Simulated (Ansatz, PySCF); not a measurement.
Reaction (SMILES): NCCN + 3 [H][H] (H2) -> 2 C (CH4) + 2 N (NH3)
Structures are relaxed separately at B3LYP-D3(BJ)/def2-TZVP in Ansatz (an electronic-structure program), one conformer each, not searched for the lowest. Frequencies are from Ansatz or PySCF.

Wanted: energy of full hydrogenation (enthalpy at 298 K, with B3LYP-D3(BJ) rigid-rotor harmonic-oscillator terms), in kcal/mol. Correlated levels leave the core frozen unless marked. Spin-orbit coupling is left out. Non-relativistic unless marked X2C. CBS marks a two-point X^-3 extrapolation of the correlation energy; Hartree-Fock from the larger set. [CCSD(T)-MP2]/basis is that difference in the basis named.

| level | program | energy of full hydrogenation (kcal/mol) |
|---|---|---|
| SVWN5/def2-TZVPD | Ansatz | -48.7 |
| revPBE-D4/def2-TZVPD | Ansatz + dftd4 | -48.1 |
| revPBE/def2-TZVPD | Ansatz | -56.0 |
| PBE0/def2-QZVPP | Ansatz | ? |
| BHLYP-D4/def2-TZVPD | Ansatz + dftd4 | ? |
| CAM-B3LYP-D3(BJ)/def2-TZVPD | Ansatz + dftd3 | ? |
| CCSD/6-31G* | Ansatz | -45.8 |
| X2C-CCSD(T)/cc-pVTZ-DK | Ansatz | -53.9 |
| RI-MP2/CBS(aug-cc-pVTZ,aug-cc-pVQZ)+[CCSD(T)-MP2]/aug-cc-pVTZ | Ansatz | -53.9 |

### Question
Some entries are withheld; supply them.

### Answer

- PBE0/def2-QZVPP, energy of full hydrogenation (kcal/mol): -56.7
- BHLYP-D4/def2-TZVPD, energy of full hydrogenation (kcal/mol): -56.2
- CAM-B3LYP-D3(BJ)/def2-TZVPD, energy of full hydrogenation (kcal/mol): -54.8
